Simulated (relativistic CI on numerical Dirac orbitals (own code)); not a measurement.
# One change at a time: Sm⁴⁴⁺

Base calculation: Dirac-Coulomb-Breit CI, orbitals from a KLI potential per configuration, model QED, unscaled Slater integrals.

Configurations in the expansion (outside the closed core [Ne]): 3s2 3p6, 3s2 3p5 3d, 3s 3p6 3d, 3s2 3p5 4s, 3s2 3p5 4p, 3s2 3p5 4d, 3p6 3d 4p, 3s 3p6 4s, 3p6 3d2, 3p5 3d3, 3p5 3d2 4s, 3p5 3d2 4p, 3p5 3d2 4d, 3p6 3d 4s, 3p5 3d 4s2, 3p5 3d 4s 4p, 3p5 3d 4s 4d. Double excitations out of closed p, d and f shells are left out; levels of such configurations are missing from the list, as are those of other unlisted configurations, and high levels can miss mixing partners.

Variants: (1) valence Slater integrals scaled by 0.9; (2) Breit term removed. Shifts of the energy above 3s2 3p6 1S_0, in eV, for the lowest level and the first level of each name with at least 55 % of one term (blank where a level changes its place among those of its configuration and J or its character, or is not in the variant):

| Level | Base | Δ(1) | Δ(2) |
| --- | --- | --- | --- |
| 3s2 3p6 1S_0 | 0.00 | 0.00 | 0.00 |
| 3s2 3p5 3d 3P°_0 | 188.01 | +1.64 | +0.70 |
| 3s2 3p5 3d 3P°_1 | 195.87 | +1.06 | +1.05 |
| 3s2 3p5 3d 3F°_3 | 200.94 | +0.32 | +1.28 |
| 3s2 3p5 3d 3F°_4 | 228.76 | +0.79 | +2.37 |
| 3s2 3p5 3d 3D°_3 | 242.41 | -0.54 | +2.06 |
| 3s2 3p5 3d 3F°_2 | 345.91 | +0.52 | +3.02 |
| 3s2 3p5 3d 1P°_1 | 379.89 |  |  |
| 3s 3p6 3d 3D_1 | 514.10 | +0.37 | +0.79 |
| 3s 3p6 3d 3D_2 | 518.81 | +0.02 | +1.00 |
| 3s 3p6 3d 3D_3 | 547.75 | +0.38 | +2.00 |
| 3s 3p6 3d 1D_2 | 559.53 | -0.88 | +1.82 |
| 3p6 3d2 3F_2 | 1041.22 | +0.46 | +1.75 |
| 3p6 3d2 3P_0 | 1059.87 | -1.20 | +1.32 |

At this charge energies of transitions that change n are usually good to better than 1 %, and those within a shell (Δn = 0) to a few per cent.

Ionisation energy from the two ground configurations alone: base 3668.97 eV; Breit term removed 3672.25 eV. The NIST ASD value (theoretical) is 3669 eV.

LS names give the leading component of a level, which can be under half, so a name can repeat, a term be missing and a line seem to break the LS rules.
